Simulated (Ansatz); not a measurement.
CH4BF (SMILES CBF) moved off its minimum; all values from Ansatz (an electronic-structure program), cores frozen in correlated methods.
(charge 0, multiplicity 1)
```xyz
7

B     -0.31259    -0.53853     0.07526
H     -0.98308    -1.42777     0.43076
F      0.90312    -0.38197     0.71052
C     -0.71032     0.63012    -0.72255
H     -1.63348     1.07648    -0.45756
H     -0.93021     0.19862    -1.86924
H     -0.08191     1.48333    -1.00975
```

| level | largest force (eV/Å) | on atom | rms difference from CCSD(T)/cc-pVTZ (eV/Å) | dipole (D) |
|---|---|---|---|---|
| HF/def2-TZVPP | 6.88 | C4 | 0.299 | 1.91 |
| PBE/def2-TZVPP | 5.49 | C4 | 0.281 | 1.70 |
| r2SCAN/def2-TZVPP | 5.70 | C4 | 0.166 | 1.75 |
| B3LYP/def2-TZVPP | 5.79 | C4 | 0.139 | 1.77 |
| wB97M-V/def2-TZVPP | 5.91 | C4 | 0.117 | 1.76 |
| MP2/cc-pVTZ | 6.21 | C4 | 0.072 | 1.71 |
| CCSD(T)/cc-pVTZ | 6.08 | C4 | 0.000 | 1.68 |

The differences count from one level among others, with limits of its own. Forces at CCSD(T)/cc-pVTZ (eV/Å):

```csv
atom,Fx,Fy,Fz
B1,2.754,0.205,2.967
H2,-0.206,-0.664,-0.212
F3,-1.050,-0.977,-0.636
C4,-0.891,1.049,-5.923
H5,-1.323,0.122,0.379
H6,0.149,0.757,2.646
H7,0.567,-0.493,0.779
```
